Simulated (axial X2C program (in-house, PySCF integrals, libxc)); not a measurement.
# Bond lengths and stretching modes, held linear, of GaOH⁺

Computed with an in-house all-electron X2C program for linear molecules (integrals from PySCF): two-component X2C with atomic mean-field Coulomb and Gaunt terms, Gaussian nuclei, basis Ga dyall-v3z, O dyall-av3z, H dyall-v3z with contracted cores. Spin-free rows use the one-electron spin-free X2C Hamiltonian.

Masses Ga 68.926, O 15.995, H 1.008 u. States: 2c Ω = 1/2 (beyond evenly filled blocks: ω = 1/2); spin-free M_S = 1/2, Λ = 0 (beyond evenly filled blocks: σα).

r2SCAN, 2c: energies above the lowest point

```json
{"r(Ga–O) (Å)": "1.6146", "r(O–H) (Å)": "0.9370", "E (meV)": "57.13"}
{"r(Ga–O) (Å)": "1.6146", "r(O–H) (Å)": "0.9610", "E (meV)": "40.33"}
{"r(Ga–O) (Å)": "1.6146", "r(O–H) (Å)": "0.9850", "E (meV)": "53.26"}
{"r(Ga–O) (Å)": "1.6560", "r(O–H) (Å)": "0.9370", "E (meV)": "17.41"}
{"r(Ga–O) (Å)": "1.6560", "r(O–H) (Å)": "0.9610", "E (meV)": "0.00"}
{"r(Ga–O) (Å)": "1.6560", "r(O–H) (Å)": "0.9850", "E (meV)": "12.33"}
{"r(Ga–O) (Å)": "1.6560", "r(O–H) (Å)": "1.0091", "E (meV)": "49.96"}
{"r(Ga–O) (Å)": "1.6974", "r(O–H) (Å)": "0.9370", "E (meV)": "48.16"}
{"r(Ga–O) (Å)": "1.6974", "r(O–H) (Å)": "0.9610", "E (meV)": "30.03"}
{"r(Ga–O) (Å)": "1.6974", "r(O–H) (Å)": "0.9850", "E (meV)": "41.64"}
{"r(Ga–O) (Å)": "1.7388", "r(O–H) (Å)": "0.9610", "E (meV)": "116.03"}
{"r(Ga–O) (Å)": "1.7388", "r(O–H) (Å)": "1.0091", "E (meV)": "162.92"}
```

**Question.** Fit a quadratic surface with cubic terms in each bond: where is the minimum, and what are the two stretching wavenumbers?

**Answer.** At r2SCAN, 2c: bonds 1.658 and 0.963 Å; harmonic stretches 898.5 and 3836.0 cm⁻¹; force constants 6.52, 8.18 and coupling -0.12 mdyn/Å.

The other levels and Hamiltonians give:

| Hamiltonian | level | r(Ga–O) (Å) | r(O–H) (Å) | lower stretch (cm⁻¹) | upper stretch (cm⁻¹) |
| --- | --- | --- | --- | --- | --- |
| 2c | PBE0 | 1.659 | 0.960 | 898.4 | 3882.6 |
| 2c | HF | 1.653 | 0.941 | 942.2 | 4137.1 |
| 2c | MP2 | 1.659 | 0.962 | 909.7 | 3870.1 |
| spin-free | PBE0 | 1.658 | 0.960 | 898.6 | 3882.4 |
| spin-free | HF | 1.652 | 0.941 | 942.4 | 4137.0 |
| spin-free | r2SCAN | 1.657 | 0.963 | 898.8 | 3835.9 |
| spin-free | MP2 | 1.658 | 0.962 | 909.9 | 3869.9 |

Each state is one determinant, the lowest of a limited PBE0 search; the stretches come from a fit to these few points and carry an uncertainty of a few per cent. Other orders of the atoms were not compared. MP2 freezes inner shells (threshold -2 hartree). The molecule was held linear; bending was not examined, so a bent shape may lie lower.
